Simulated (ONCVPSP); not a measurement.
Transferability test, ONCV potential for F (Z = 9)

ONCVPSP 4.0.1 input, shortened (lines: element, Z, core and valence counts, functional; n l f; lmax; l rc ep ncon nbas qcut; lloc lpopt rc5 dvloc0; l nproj debl; icmod fcfact rcfact), LDA (Perdew-Wang 92), scalar-relativistic:

```
  F 9.00    1    2  -001012      upf
    1    0    2.00
    2    0    2.00
    2    1    5.00
    1
    0    0.80    0.00    4    7    8.10
    1    0.90    0.00    4    7    9.20
    4    5    0.80    0.00
    0    2    3.00
    1    2    3.30
    3    2.50    1.55
```

Energies are relative to the spin-unpolarised reference configuration 2s2 2p5; without spin polarisation the order of configurations can differ from experiment.

**Question.** Give the all-electron excitation energy and the error of the potential for: 2s2 2p4; 2s2 2p3; 2s2 2p2; 2s2 2p4.5.

**Answer.**

| valence configuration | charge | ΔE all-electron (eV) | error AE − PS (meV) |
| --- | --- | --- | --- |
| 2s2 2p4 | +1 | 19.558 | +5.4 |
| 2s2 2p3 | +2 | 58.076 | +56 |
| 2s2 2p2 | +3 | 118.816 | +239 |
| 2s2 2p4.5 | +0.5 | 7.631 | +0.4 |
